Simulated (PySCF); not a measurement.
CaF, SMILES [F][Ca+], charge +1.

The structure is a stationary point at PBE-D3(BJ)/def2-TZVPD. The multiplicity is an assumed one; other spin states were not compared.

Method: TDA-PBE0/def2-TZVPD (PySCF 2.14.0).

Vertical excitations; the highest root listed may be one member of a degenerate set. Gas-phase values at a fixed geometry. State labels are in the subgroup C2v.

```csv
state,symmetry,energy (eV),λ (nm),f,main pairs
S1,B1,6.58,188,0.010,HOMO−1→LUMO (degenerate set)
S2,B2,6.58,188,0.010,HOMO→LUMO (degenerate set)
S3,A1,6.72,185,0.006,HOMO−2→LUMO 98 %
S4,B1,7.73,160,0.000,"HOMO→LUMO+2, HOMO−1→LUMO+1 (degenerate set)"
S5,B2,7.73,160,0.000,"HOMO−1→LUMO+2, HOMO→LUMO+1 (degenerate set)"
S6,B1,7.81,159,0.005,"HOMO−1→LUMO+1, HOMO→LUMO+2 (degenerate set)"
S7,B2,7.81,159,0.005,"HOMO→LUMO+1, HOMO−1→LUMO+2 (degenerate set)"
S8,A1,7.85,158,0.000,HOMO−2→LUMO+1 (degenerate set)
S9,A2,7.85,158,0.000,HOMO−2→LUMO+2 (degenerate set)
S10,A2,8.15,152,0.000,"HOMO→LUMO+3 46 %, HOMO−1→LUMO+4 46 %"
T1,B2,6.52,190,0,HOMO→LUMO (degenerate set)
T2,B1,6.52,190,0,HOMO−1→LUMO (degenerate set)
T3,A1,6.63,187,0,HOMO−2→LUMO 99 %
T4,B1,7.72,161,0,"HOMO−1→LUMO+1 50 %, HOMO→LUMO+2 50 %"
```
Triplets are in the Tamm–Dancoff approximation.
